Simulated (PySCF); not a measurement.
CBr₄, SMILES BrC(Br)(Br)Br. Atoms are numbered in the order given.

```xyz
5

Br     1.1170     1.1170     1.1170
C      0.0000     0.0000     0.0000
Br    -1.1170     1.1170    -1.1170
Br    -1.1170    -1.1170     1.1170
Br     1.1170    -1.1170    -1.1170
```
Charge 0, spin multiplicity 1.

Geometry optimised at PBE0-D3(BJ)/def2-SVP.

Method: PySCF with PBE/def2-TZVP.

Symmetry labels are those of the subgroup D2 that the program uses (full group Td).

Computed valence orbital energies around the gap with their symmetry:
| orbital | symmetry | energy (eV) |
|---|---|---|
| HOMO−7 | A | -8.40 |
| HOMO−6 | A | -8.40 |
| HOMO−5 | B1 | -7.81 |
| HOMO−4 | B2 | -7.81 |
| HOMO−3 | B3 | -7.81 |
| HOMO−2 | B1 | -6.95 |
| HOMO−1 | B2 | -6.95 |
| HOMO | B3 | -6.95 |
| LUMO | A | -3.46 |
| LUMO+1 | B1 | -1.80 |
| LUMO+2 | B2 | -1.80 |
| LUMO+3 | B3 | -1.80 |
